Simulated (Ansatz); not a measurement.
Reaction (ligand exchange at a Mg–O bond): `C[CH2][Mg][O][SiH3]` + HBr → `C[CH2][Mg][Br]` + silanol

Isolated molecules relaxed with PBE0-D4/def2-TZVP in Ansatz; ΔE leaves out vibrations. CCSD(T)/CBS is the MP2 limit (def2-TZVPP, def2-QZVPP) plus CCSD(T) − MP2 in def2-TZVPP, frozen cores. Functionals use def2-TZVPP. B3LYP here is the variant with VWN-RPA as its local correlation; programs differ in this. HSE06 is defined as in plane-wave codes. For Br, Mg outer-core shells are correlated without core-valence functions, which leaves a few kJ/mol of doubt a bond. Scalar relativity is left out up to krypton. One conformer a species, not always the lowest.

| level | ΔE (kJ/mol) | difference from CCSD(T)/CBS |
| --- | --- | --- |
| LDA (SPW92) | -55.5 | -5.2 |
| PBE-D4 | -56.9 | -6.6 |
| revPBE-D4 | -54.2 | -3.9 |
| BLYP-D4 | -47.0 | 3.3 |
| r2SCAN-D4 | -58.6 | -8.3 |
| B97M-V | -53.1 | -2.8 |
| PBE0-D4 | -62.9 | -12.6 |
| B3LYP-D4 | -53.2 | -2.9 |
| r2SCANh-D4 | -60.5 | -10.2 |
| r2SCAN0-D4 | -63.4 | -13.1 |
| HSE06-D4 | -63.6 | -13.3 |
| BHLYP-D4 | -60.0 | -9.7 |
| CAM-B3LYP-D4 | -52.2 | -1.9 |
| ωB97X-V | -58.3 | -8.0 |
| B2PLYP | -54.6 | -4.3 |
| PBE-QIDH | -62.6 | -12.3 |
| PBE | -58.7 | -8.4 |
| revPBE | -59.9 | -9.6 |
| BLYP | -51.0 | -0.7 |
| r2SCAN | -59.2 | -8.9 |
| PBE0 | -64.5 | -14.2 |
| r2SCANh | -61.2 | -10.9 |
| r2SCAN0 | -64.0 | -13.7 |
| HSE06 | -65.1 | -14.8 |
| BHLYP | -62.0 | -11.7 |
| CAM-B3LYP | -53.9 | -3.6 |
| LC-ωPBE | -58.3 | -8.0 |
| RPA@PBE/def2-TZVPP | -44.8 | 5.5 |
| HF/def2-SVP | -54.8 | -4.5 |
| MP2/def2-SVP | -44.0 | 6.3 |
| CCSD/def2-SVP | -42.7 | 7.6 |
| CCSD(T)/def2-SVP | -41.6 | 8.7 |
| HF/def2-TZVPP | -72.9 | -22.6 |
| MP2/def2-TZVPP | -52.8 | -2.5 |
| SCS-MP2/def2-TZVPP | -50.7 | -0.4 |
| CCSD(T)/def2-TZVPP | -51.7 | -1.4 |
| MP2/def2-QZVPP | -51.1 | -0.8 |
| SCS-MP2/def2-QZVPP | -49.0 | 1.3 |
| HF/CBS(def2) | -69.6 | -19.3 |
| CCSD/CBS(def2) | -51.7 | -1.4 |
| CCSD(T)/CBS | -50.3 | 0 |

Largest T1 diagnostic among the species: 0.011.

From r2SCAN to r2SCAN0 (25 % exact exchange), in def2-TZVPP and without D4, ΔE moves by −4.8 kJ/mol. At CCSD(T), def2-SVP lies +8.7 kJ/mol from the extrapolated value and def2-TZVPP −1.4 kJ/mol. Leaving LDA and LC-ωPBE aside and taking each functional with its dispersion term where it has one, the values spread over 16.6 kJ/mol, from HSE06-D4 to BLYP-D4. LDA lies +3.2 kJ/mol from PBE without D4.

CCSD(T)/CBS has its own doubt, a few kJ/mol and more with outer-core shells, so smaller differences from it don't rank the levels.
